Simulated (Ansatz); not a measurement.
Conformers of ClFH₆N₂Si₂ (`N[Si@H](Cl)[Si@@H](N)F`), each relaxed with PBE0-D4/def2-TZVP in Ansatz. CBS adds the triple-zeta coupled-cluster correction to the MP2 limit.

Not all of them had a frequency check.

Conformer A:

Z-matrix (Å, degrees):
```
Si
F 1 1.608
Si 1 2.338 2 108.2
N 1 1.700 2 115.0 3 117.1
H 1 1.483 2 105.6 3 -124.6
N 3 1.704 1 109.0 2 -161.1
Cl 3 2.094 1 103.7 2 76.7
H 3 1.481 1 117.5 2 -38.5
H 4 1.007 1 122.4 2 77.8
H 4 1.008 1 120.3 2 -74.6
H 6 1.008 3 120.1 1 -43.4
H 6 1.008 3 120.9 1 169.6
```

Conformer B:

Z-matrix (Å, degrees):
```
Si
F 1 1.614
Si 1 2.339 2 105.0
N 1 1.699 2 113.9 3 118.1
H 1 1.482 2 105.9 3 -123.7
N 3 1.710 1 106.7 2 53.2
Cl 3 2.080 1 108.0 2 -71.1
H 3 1.482 1 115.0 2 171.8
H 4 1.007 1 121.6 2 -75.8
H 4 1.007 1 122.5 2 80.5
H 6 1.009 3 119.2 1 -49.6
H 6 1.008 3 120.4 1 166.9
```

Which is lowest in electronic energy at CCSD(T)/CBS (frozen core, def2 sets), and by how much? (An estimate is asked.)

Computed: A; B lies 2.8 kJ/mol higher.

Give the energies relative to A (kJ/mol) with PBE0-D4/def2-TZVPP, B2PLYP/def2-TZVPP, r2SCAN/def2-TZVPP, B3LYP/def2-TZVPP, CCSD/def2-TZVPP, SCS-MP2/def2-QZVPP, MP2/CBS(def2). (An estimate is asked.)

Computed: 
| level | B |
| --- | --- |
| PBE0-D4/def2-TZVPP | 2.8 |
| B2PLYP/def2-TZVPP | 2.0 |
| r2SCAN/def2-TZVPP | 2.8 |
| B3LYP/def2-TZVPP | 1.5 |
| CCSD/def2-TZVPP | 2.1 |
| SCS-MP2/def2-QZVPP | 2.4 |
| MP2/CBS(def2) | 3.1 |

B3LYP here is the variant with VWN-RPA as its local correlation; programs differ in this.
